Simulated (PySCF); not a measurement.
Al(Cl)2(NHMe) (CH4AlCl2N), SMILES C[NH][Al]([Cl])[Cl]. The structure is a stationary point at PBE-D3(BJ)/def2-SVP. The structure was generated by enumeration; whether it is a known compound was not checked. One conformer was computed; it need not be the lowest.

The numbers are results of PBE-D3(BJ)/def2-SVP (PySCF), not measurements.

Harmonic wavenumbers (cm⁻¹): 100, 108, 141, 162, 209, 289, 418, 513, 612, 761, 1044, 1098, 1134, 1336, 1399, 1417, 1443, 2925, 2985, 3050, 3500. Rotational constants (GHz): 2.512, 1.689, 1.016; symmetry number 1.

**Question.** Work out the zero-point energy and the ideal-gas rigid-rotor harmonic-oscillator thermochemistry at 298.15 K and 1 atm.

**Answer.** ZPE = ½ Σ hcν = ½ × 24645 cm⁻¹ = 35.23 kcal/mol. H − E(el) = 40.47 kcal/mol. Entropy in cal/(mol K): translation 40.45, rotation 28.70, vibration 18.08, total 87.24. G − E(el) = 14.46 kcal/mol. Cp = 24.83 cal/(mol K). Modes under 150 cm⁻¹ make the vibrational entropy uncertain.
